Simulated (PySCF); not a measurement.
H6GeN2O2, singlet, geometry from GFN2-xTB; PySCF with CASSCF(4,4)/STO-3G.

Input for PySCF:
```python
from pyscf import gto, scf, mcscf
import numpy

mol = gto.Mole()
mol.atom = '''
    N    -1.250592    1.300594   -0.016376
    Ge    0.002518    0.014186    0.001727
    N     1.615916    0.757225    0.266866
    O    -0.094194   -1.179605    1.286478
    O    -0.258625   -0.807771   -1.528394
    H    -1.447977    1.756448    0.860924
    H    -2.111575    1.087261   -0.495554
    H     1.992337    1.309849   -0.487676
    H     2.332847    0.159131    0.647272
    H    -0.884660   -1.714381    1.309828
    H     0.303717   -1.557986   -1.708160
'''
mol.basis = 'sto-3g'
mol.charge = 0
mol.spin = 0
mol.verbose = 4
mol.build()

mf = scf.RHF(mol)
mf.kernel()
mc = mcscf.CASSCF(mf, 4, 4)
mc.fix_spin_(ss=0.0)
mc.kernel()
occ = numpy.linalg.eigvalsh(mc.fcisolver.make_rdm1(mc.ci, mc.ncas, mc.nelecas))[::-1]
ss = mc.fcisolver.spin_square(mc.ci, mc.ncas, mc.nelecas)[0]
print('natural occupations', occ.round(4), ' <S^2>', round(ss, 4))
```

What does PySCF print? Leave out banner, timings and long lists.


```
PySCF version 2.14.0

[INPUT] verbose = 4
[INPUT] num. atoms = 11
[INPUT] num. electrons = 68
[INPUT] charge = 0
[INPUT] spin (= nelec alpha-beta = 2S) = 0
[INPUT] symmetry False subgroup None
[INPUT] Mole.unit = angstrom
[INPUT] Symbol           X                Y                Z      unit          X                Y                Z       unit  Magmom
[INPUT]  1 N     -1.250592000000   1.300594000000  -0.016376000000 AA   -2.363276373572   2.457766459253  -0.030946155016 Bohr   0.0
[INPUT]  2 Ge     0.002518000000   0.014186000000   0.001727000000 AA    0.004758330382   0.026807654803   0.003263557017 Bohr   0.0
[INPUT]  3 N      1.615916000000   0.757225000000   0.266866000000 AA    3.053638680303   1.430947864674   0.504303651958 Bohr   0.0
[INPUT]  4 O     -0.094194000000  -1.179605000000   1.286478000000 AA   -0.178000862577  -2.229130385168   2.431091085278 Bohr   0.0
[INPUT]  5 O     -0.258625000000  -0.807771000000  -1.528394000000 AA   -0.488730418966  -1.526465961366  -2.888246070428 Bohr   0.0
[INPUT]  6 H     -1.447977000000   1.756448000000   0.860924000000 AA   -2.736279964669   3.319205672040   1.626910574065 Bohr   0.0
[INPUT]  7 H     -2.111575000000   1.087261000000  -0.495554000000 AA   -3.990298441478   2.054625515921  -0.936461339933 Bohr   0.0
[INPUT]  8 H      1.992337000000   1.309849000000  -0.487676000000 AA    3.764971277838   2.475255874535  -0.921574077523 Bohr   0.0
[INPUT]  9 H      2.332847000000   0.159131000000   0.647272000000 AA    4.408441920513   0.300714007928   1.223166808099 Bohr   0.0
[INPUT] 10 H     -0.884660000000  -1.714381000000   1.309828000000 AA   -1.671765113358  -3.239710563158   2.475216190287 Bohr   0.0
[INPUT] 11 H      0.303717000000  -1.557986000000  -1.708160000000 AA    0.573941949375  -2.944166845907  -3.227954576937 Bohr   0.0

nuclear repulsion = 437.808268628146
number of shells = 26
number of NR pGTOs = 132
number of NR cGTOs = 44
basis = sto-3g
ecp = {}

******** <class 'pyscf.scf.hf.RHF'> ********
method = RHF
initial guess = minao
damping factor = 0
level_shift factor = 0
DIIS = <class 'pyscf.scf.diis.CDIIS'>
diis_start_cycle = 1
diis_space = 8
diis_damp = 0
SCF conv_tol = 1e-09
SCF conv_tol_grad = None
SCF max_cycles = 50
direct_scf = True
direct_scf_tol = 1e-13
Set gradient conv threshold to 3.16228e-05
Initial guess from minao.
init E= -2308.35137188221
  HOMO = -0.460989394817889  LUMO = -0.0759320059055772  gap/eV = 10.47795
cycle= 1 E= -2310.28841748481  delta_E= -1.94  |g|= 0.666  |ddm|= 4.07
  HOMO = -0.190867585645181  LUMO = 0.494240687226404  gap/eV = 18.64275
cycle= 2 E= -2310.45880776718  delta_E= -0.17  |g|= 0.0983  |ddm|= 1.07
  HOMO = -0.295322290870431  LUMO = 0.421022677817118  gap/eV = 19.49274
cycle= 3 E= -2310.46329638906  delta_E= -0.00449  |g|= 0.0234  |ddm|= 0.187
  HOMO = -0.301997795997751  LUMO = 0.416001918485689  gap/eV = 19.53777
cycle= 4 E= -2310.46364906733  delta_E= -0.000353  |g|= 0.0066  |ddm|= 0.0596
  HOMO = -0.301092117597763  LUMO = 0.416531429326623  gap/eV = 19.52753
cycle= 5 E= -2310.46368407456  delta_E= -3.5e-05  |g|= 0.00166  |ddm|= 0.022
  HOMO = -0.301565961178852  LUMO = 0.416687423107186  gap/eV = 19.54467
cycle= 6 E= -2310.46368661083  delta_E= -2.54e-06  |g|= 0.000483  |ddm|= 0.00624
  HOMO = -0.301456596121897  LUMO = 0.416716687067686  gap/eV = 19.54249
cycle= 7 E= -2310.46368679939  delta_E= -1.89e-07  |g|= 8.1e-05  |ddm|= 0.0019
  HOMO = -0.301467161120618  LUMO = 0.416702318773404  gap/eV = 19.54239
cycle= 8 E= -2310.46368680521  delta_E= -5.82e-09  |g|= 1.57e-05  |ddm|= 0.000292
  HOMO = -0.301465399025678  LUMO = 0.416702586705716  gap/eV = 19.54235
cycle= 9 E= -2310.46368680542  delta_E= -2.08e-10  |g|= 2.08e-06  |ddm|= 5.95e-05
  HOMO = -0.30146544221062  LUMO = 0.416702530549688  gap/eV = 19.54235
Extra cycle  E= -2310.46368680542  delta_E= 1.36e-12  |g|= 9e-07  |ddm|= 5.02e-06
converged SCF energy = -2310.46368680542

******** <class 'pyscf.mcscf.mc1step.CASSCF'> ********
CAS (2e+2e, 4o), ncore = 32, nvir = 8
max_cycle_macro = 50
max_cycle_micro = 4
conv_tol = 1e-07
conv_tol_grad = None
orbital rotation max_stepsize = 0.02
orbital rotation threshold for CI restart = 0.01
augmented hessian ah_max_cycle = 30
augmented hessian ah_conv_tol = 1e-12
augmented hessian ah_linear dependence = 1e-14
augmented hessian ah_level shift = 1e-08
augmented hessian ah_start_tol = 2.5
augmented hessian ah_start_cycle = 3
augmented hessian ah_grad_trust_region = 3
kf_trust_region = 3
kf_interval = 4
ci_response_space = 4
ci_grad_trust_region = 3
with_dep4 0
natorb = False
canonicalization = True
sorting_mo_energy = False
ao2mo_level = 2
internal_rotation = False
******** <class 'pyscf.fci.addons.SpinPenaltyFCISolver'> ********
max. cycles = 50
conv_tol = 1e-08
davidson only = True
linear dependence = 1e-12
level shift = 0.001
max iter space = 12
nroots = 1
pspace_size = 400
spin = None
CASCI E = -2310.46609595882  S^2 = 0.0000000
Set conv_tol_grad to 0.000316228
macro iter   1 ( 21 JK    4 micro), CASSCF E = -2310.47389833846  dE = -7.80237964e-03  S^2 = 0.0000000
               |grad[o]|=0.00852  |grad[c]|=0.0138  |ddm|=0.0403  |maxRot[o]|=0.312
macro iter   2 ( 21 JK    4 micro), CASSCF E = -2310.48215307112  dE = -8.25473266e-03  S^2 = 0.0000000
               |grad[o]|=0.0164  |grad[c]|=0.0278  |ddm|=0.0104  |maxRot[o]|=0.271
macro iter   3 ( 21 JK    4 micro), CASSCF E = -2310.48588157386  dE = -3.72850274e-03  S^2 = 0.0000000
               |grad[o]|=0.0127  |grad[c]|=0.0342  |ddm|=0.00809  |maxRot[o]|=0.158
macro iter   4 ( 21 JK    4 micro), CASSCF E = -2310.48756620237  dE = -1.68462852e-03  S^2 = 0.0000000
               |grad[o]|=0.0108  |grad[c]|=0.0101  |ddm|=0.00749  |maxRot[o]|=0.0853
macro iter   5 ( 21 JK    4 micro), CASSCF E = -2310.48828594990  dE = -7.19747533e-04  S^2 = 0.0000000
               |grad[o]|=0.00828  |grad[c]|=0.00647  |ddm|=0.00738  |maxRot[o]|=0.0767
macro iter   6 ( 21 JK    4 micro), CASSCF E = -2310.48907805398  dE = -7.92104080e-04  S^2 = 0.0000000
               |grad[o]|=0.00677  |grad[c]|=0.0074  |ddm|=0.0053  |maxRot[o]|=0.078
macro iter   7 ( 21 JK    4 micro), CASSCF E = -2310.48932776417  dE = -2.49710185e-04  S^2 = 0.0000000
               |grad[o]|=0.0053  |grad[c]|=0.00592  |ddm|=0.00391  |maxRot[o]|=0.0684
macro iter   8 ( 17 JK    4 micro), CASSCF E = -2310.49030761193  dE = -9.79847764e-04  S^2 = 0.0000000
               |grad[o]|=0.00465  |grad[c]|=0.0072  |ddm|=0.00279  |maxRot[o]|=0.0862
macro iter   9 ( 14 JK    4 micro), CASSCF E = -2310.49041143900  dE = -1.03827070e-04  S^2 = 0.0000000
               |grad[o]|=0.00215  |grad[c]|=0.00165  |ddm|=0.00169  |maxRot[o]|=0.0225
macro iter  10 ( 12 JK    4 micro), CASSCF E = -2310.49044981679  dE = -3.83777915e-05  S^2 = 0.0000000
               |grad[o]|=0.000926  |grad[c]|=0.000675  |ddm|=0.000502  |maxRot[o]|=0.0147
macro iter  11 (  9 JK    3 micro), CASSCF E = -2310.49045921620  dE = -9.39940355e-06  S^2 = 0.0000000
               |grad[o]|=0.000407  |grad[c]|=0.000184  |ddm|=0.00024  |maxRot[o]|=0.0108
macro iter  12 (  3 JK    1 micro), CASSCF E = -2310.49045941556  dE = -1.99356691e-07  S^2 = 0.0000000
               |grad[o]|=7.51e-05  |grad[c]|=7.35e-05  |ddm|=5.39e-05  |maxRot[o]|=0.00202
macro iter  13 (  1 JK    1 micro), CASSCF E = -2310.49045941562  dE = -6.36646291e-11  S^2 = 0.0000000
               |grad[o]|=2.11e-05  |grad[c]|=9.13e-06  |ddm|=5.77e-06  |maxRot[o]|=    0
1-step CASSCF converged in  13 macro (203 JK  45 micro) steps
CASSCF canonicalization
Density matrix diagonal elements [1.97548579 1.98329687 0.02658518 0.01463216]
CASSCF energy = -2310.49045941562
CASCI E = -2310.49045941562  E(CI) = -4.43169586322938  S^2 = 0.0000000
natural occupations [1.9835 1.9757 0.0264 0.0144]  <S^2> 0.0
```
